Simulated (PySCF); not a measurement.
# Constants of NbO, step by step

State: ⁴Σ⁻, quartet, unpaired electrons σ ↑, δ ↑↑. De refers to Nb (4d4 5s1) + O. ROHF-based CCSD(T) in PySCF 2.14 with Nb aug-cc-pVDZ-PP with ECP28, O aug-cc-pVDZ and Nb aug-cc-pVTZ-PP with ECP28, O aug-cc-pVTZ (frozen core orbitals: 5; scalar-relativistic core potentials). Correlation energies are extrapolated as n⁻³ (n = 2, 3), Hartree–Fock as (n+1)·exp(−9√n).

| Level | Re (Å) | ωe (cm⁻¹) | ωexe (cm⁻¹) | αe (cm⁻¹) | De (eV) |
| --- | --- | --- | --- | --- | --- |
| CCSD(T)/DZ | 1.7191 | 952.8 | 3.63 | 0.00206 | 7.209 |
| CCSD(T)/TZ | 1.7044 | 972.4 | 3.56 | 0.00200 | 7.585 |
| HF/CBS | 1.6581 | 1084.0 | 2.85 | 0.00168 | 3.547 |
| MP2/CBS | 1.6990 | 988.6 | 3.43 | 0.00202 | 8.365 |
| CCSD/CBS | 1.6855 | 1026.1 | 3.14 | 0.00180 | 7.088 |
| CCSD(T)/CBS | 1.7035 | 975.4 | 3.52 | 0.00197 | 7.683 |

How much is left between CCSD(T)/TZ and the basis-set limit, and how much do the triples give at the limit?

CCSD(T)/CBS less CCSD(T)/TZ: -0.9 mÅ in Re, +3.0 cm⁻¹ in ωe and +0.098 eV in De. CCSD(T)/CBS less CCSD/CBS: +18.0 mÅ in Re, -50.7 cm⁻¹ in ωe and +0.595 eV in De.

Measured (Huber and Herzberg, Constants of Diatomic Molecules (1979)): Re = 1.6909 Å, ωe = 989.0 cm⁻¹, ωexe = 3.83 cm⁻¹. The last row is off by 12.6 mÅ and -13.6 cm⁻¹.

The T1 diagnostic is 0.045, large enough to doubt a single reference. Spin–orbit coupling, excitations beyond (T) and corrections to the Born–Oppenheimer picture are left out.

The whole job (state search and all basis sets along the bond) took about 14 min on 4 threads of Arm Neoverse V1 (shared host), peak memory 15 GiB.
